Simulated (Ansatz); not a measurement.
A run for Ansatz (a first-principles code): R-CCSD(T)/aug-cc-pVDZ on C3H7N (a complex), monomers drawn apart or pushed together.

Ansatz 0.2 input:
```yaml
crystal:
  periodic: [false, false, false]
  atoms:
    - {symbol: C, position_ang: [0.25606074, -0.65223593, 0.03552309]}
    - {symbol: C, position_ang: [-0.09763162, 0.42388681, 0.42229838]}
    - {symbol: H, position_ang: [0.56814363, -1.60838417, -0.30810510]}
    - {symbol: H, position_ang: [-0.41640434, 1.37658497, 0.76902826]}
    - {symbol: C, position_ang: [-0.60473461, 0.50522695, 5.09804995]}
    - {symbol: N, position_ang: [0.57716772, -0.31316298, 4.84257216]}
    - {symbol: H, position_ang: [-0.74698118, 0.61429586, 6.17463932]}
    - {symbol: H, position_ang: [-1.48547578, -0.00382201, 4.70369276]}
    - {symbol: H, position_ang: [-0.57848152, 1.51516226, 4.66191370]}
    - {symbol: H, position_ang: [1.41184855, 0.14062048, 5.19326581]}
    - {symbol: H, position_ang: [0.70356745, -0.44544754, 3.84624182]}
basis:
  gaussian:
    orbitals: aug-cc-pVDZ
magnetization: {spin_polarized: false}
correlation: {method: ccsd_t, electrons: outside_noble_gas}
scf: {lower_state_search: off}
```

The head of its log:

```
WARN ansatz: RAYON_NUM_THREADS=1 ignored (pool sized by the plan → 1); use --threads N
Functional definition: HF
these checks for a lower state are left out or cut short: stability, starts, cluster_reference, orbital_swaps, neighbouring_geometries, increment
integrals: 0.47 GiB planned
1533 factors; integrals over basis functions are off by at most 9.3e-4 eV
mean field: 0.41 GiB planned
mean field evaluation 1: about -4678.0715 eV, gradient 4.0e1 eV
mean field evaluation 2: about -4678.0720 eV, gradient 4.0e1 eV
mean field evaluation 4: about -4681.9494 eV, gradient 3.6e0 eV
mean field evaluation 8: about -4681.9912 eV, gradient 1.8e-4 eV
mean field -4681.99115574 eV, -172.0600014058 hartree, gradient 2.9e-6 eV, S^2 0.000000; 0 other end points of the search recorded, 0 dependent functions left out
4 core orbitals not correlated
reference -4681.99115574 eV, -172.0600014058 hartree; 12, 12 occupied and 139, 139 virtual orbitals, 1533 factors
```

Q: Predict the final total energy.

A: -172.7337 hartree (reference determinant -172.0600, T1 diagnostic 0.010).
